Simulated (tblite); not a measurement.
Compound: C₄H₁₃AlOSi.
Atom-mapped SMILES: `[CH3:1][O:2][AlH:3][C@H:4]([CH3:5])[CH2:6][SiH3:7]` (hydrogens: H8, H9, H10 on C1; H11 on Al3; H12 on C4; H13, H14, H15 on C5; H16, H17 on C6; H18, H19, H20 on Si7)

Computed with GFN2-xTB (tblite), gas phase: L-BFGS steps from a force-field or distance-geometry start until the largest atomic force falls under 0.01 eV/Å.

Step 73: E = -601.2578 eV
```
atom  x, y, z in Å  |  force x, y, z in eV/Å
C1     -4.0676   -0.6294   -0.4034   -0.013  -0.001  -0.005
O2     -2.7777   -0.1169   -0.5833   -0.015   0.008   0.010
Al3    -1.2817    0.5247   -0.8294    0.036   0.041  -0.007
C4      0.4040    0.2349    0.2524    0.014   0.050   0.025
C5      0.9919    1.5553    0.7687    0.004   0.006   0.010
C6      1.4030   -0.4356   -0.7169   -0.009   0.008   0.004
Si7     3.0629   -0.9813    0.0422    0.007  -0.019  -0.001
H8     -4.7253   -0.2604   -1.1928   -0.004  -0.017  -0.015
H9     -4.0437   -1.7212   -0.4388   -0.007   0.003  -0.001
H10    -4.4690   -0.3132    0.5625    0.032  -0.003   0.011
H11    -1.1810    1.4283   -2.0676    0.015  -0.020   0.001
H12     0.2631   -0.4347    1.1179    0.023   0.013  -0.027
H13     1.1312    2.2574   -0.0550   -0.013  -0.029   0.010
H14     1.9632    1.3947    1.2402   -0.037   0.012   0.014
H15     0.3253    2.0216    1.4951    0.013  -0.028   0.000
H16     1.5895    0.2432   -1.5545   -0.026   0.004  -0.015
H17     0.9204   -1.3191   -1.1514    0.019  -0.030  -0.006
H18     3.7613   -1.8156   -0.9420   -0.010   0.012   0.027
H19     3.9398    0.1453    0.3841   -0.046  -0.038  -0.022
H20     2.7852   -1.7675    1.2497    0.018   0.027  -0.014
```

Step 74: E = -601.2585 eV
```
atom  x, y, z in Å  |  force x, y, z in eV/Å
C1     -4.0667   -0.6297   -0.4060   -0.006  -0.004  -0.001
O2     -2.7760   -0.1181   -0.5853   -0.035   0.011   0.007
Al3    -1.2807    0.5248   -0.8307    0.039   0.028   0.000
C4      0.4029    0.2371    0.2568    0.008   0.057   0.028
C5      0.9928    1.5563    0.7746    0.003   0.003   0.013
C6      1.4008   -0.4323   -0.7141   -0.014   0.007  -0.005
Si7     3.0613   -0.9812    0.0377    0.040  -0.021   0.013
H8     -4.7251   -0.2611   -1.1960    0.012  -0.019   0.005
H9     -4.0421   -1.7216   -0.4414   -0.012   0.007  -0.001
H10    -4.4667   -0.3137    0.5609    0.028  -0.005  -0.005
H11    -1.1822    1.4175   -2.0766    0.025  -0.016   0.004
H12     0.2616   -0.4325    1.1225    0.021   0.010  -0.037
H13     1.1339    2.2579   -0.0494   -0.009  -0.028   0.021
H14     1.9631    1.3936    1.2479   -0.038   0.011   0.004
H15     0.3266    2.0227    1.5013    0.012  -0.025  -0.008
H16     1.5850    0.2474   -1.5508   -0.020   0.016  -0.026
H17     0.9201   -1.3153   -1.1501   -0.005  -0.040  -0.007
H18     3.7511   -1.8266   -0.9437   -0.016   0.018   0.029
H19     3.9456    0.1431    0.3677   -0.046  -0.034  -0.023
H20     2.7895   -1.7577    1.2525    0.013   0.021  -0.010
```

Step 75: E = -601.2593 eV
```
atom  x, y, z in Å  |  force x, y, z in eV/Å
C1     -4.0667   -0.6310   -0.4098    0.007  -0.005   0.003
O2     -2.7745   -0.1210   -0.5852   -0.040   0.020  -0.001
Al3    -1.2798    0.5242   -0.8307    0.032   0.005   0.005
C4      0.4020    0.2421    0.2626    0.001   0.041   0.016
C5      0.9962    1.5575    0.7833    0.000   0.001   0.014
C6      1.3974   -0.4265   -0.7115   -0.016   0.003  -0.015
Si7     3.0590   -0.9801    0.0323    0.052  -0.017   0.017
H8     -4.7232   -0.2618   -1.2018    0.023  -0.018   0.025
H9     -4.0427   -1.7229   -0.4459   -0.013   0.005  -0.002
H10    -4.4664   -0.3159    0.5577    0.017  -0.003  -0.018
H11    -1.1825    1.3995   -2.0886    0.034  -0.010   0.005
H12     0.2603   -0.4292    1.1268    0.017   0.004  -0.037
H13     1.1403    2.2586   -0.0402   -0.002  -0.015   0.025
H14     1.9646    1.3897    1.2583   -0.023   0.010  -0.002
H15     0.3320    2.0246    1.5108    0.001  -0.015  -0.007
H16     1.5787    0.2547   -1.5476   -0.012   0.020  -0.030
H17     0.9185   -1.3096   -1.1495   -0.029  -0.037  -0.003
H18     3.7354   -1.8419   -0.9441   -0.016   0.020   0.024
H19     3.9526    0.1411    0.3436   -0.038  -0.021  -0.020
H20     2.7937   -1.7414    1.2572    0.006   0.013   0.000
```

Question: Estimate the geometry and energy of step 76. (The exact step hangs on the optimiser's Hessian estimate; all steps are aligned on step 75, rigid shifts and turns removed.)

Answer: E = -601.2599 eV, largest force 0.047 eV/Å
```
atom  x, y, z in Å  |  force x, y, z in eV/Å
C1     -4.0673   -0.6329   -0.4135    0.018  -0.004   0.006
O2     -2.7735   -0.1246   -0.5830   -0.027   0.029  -0.011
Al3    -1.2791    0.5225   -0.8297    0.017  -0.014   0.008
C4      0.4013    0.2483    0.2680   -0.001   0.011  -0.005
C5      1.0011    1.5585    0.7924   -0.004   0.000   0.013
C6      1.3937   -0.4199   -0.7103   -0.012  -0.004  -0.021
Si7     3.0569   -0.9783    0.0278    0.032  -0.008   0.009
H8     -4.7197   -0.2623   -1.2082    0.021  -0.013   0.034
H9     -4.0452   -1.7246   -0.4510   -0.008  -0.003  -0.003
H10    -4.4685   -0.3193    0.5536    0.004   0.002  -0.019
H11    -1.1815    1.3791   -2.0998    0.040  -0.004   0.004
H12     0.2593   -0.4262    1.1292    0.012  -0.002  -0.026
H13     1.1488    2.2595   -0.0298    0.007   0.002   0.020
H14     1.9672    1.3840    1.2685   -0.002   0.008  -0.001
H15     0.3398    2.0271    1.5207   -0.017  -0.006   0.002
H16     1.5723    0.2632   -1.5458   -0.007   0.012  -0.024
H17     0.9153   -1.3031   -1.1494   -0.042  -0.021   0.005
H18     3.7180   -1.8570   -0.9430   -0.009   0.015   0.015
H19     3.9591    0.1400    0.3184   -0.024  -0.006  -0.015
H20     2.7967   -1.7235    1.2627    0.001   0.006   0.011
```

The energy changes by -0.0006 eV. The first-order estimate −F·Δx gives -0.0009 eV and the mean of the old and new forces, exact on a quadratic surface, -0.0006 eV. The step makes an angle of 84° with the force vector and moves no atom by more than 0.026 Å.

The cost below is that of the whole relaxation. The run took 2.6 s on one thread of an Intel Xeon 6975P-C, on a shared host.
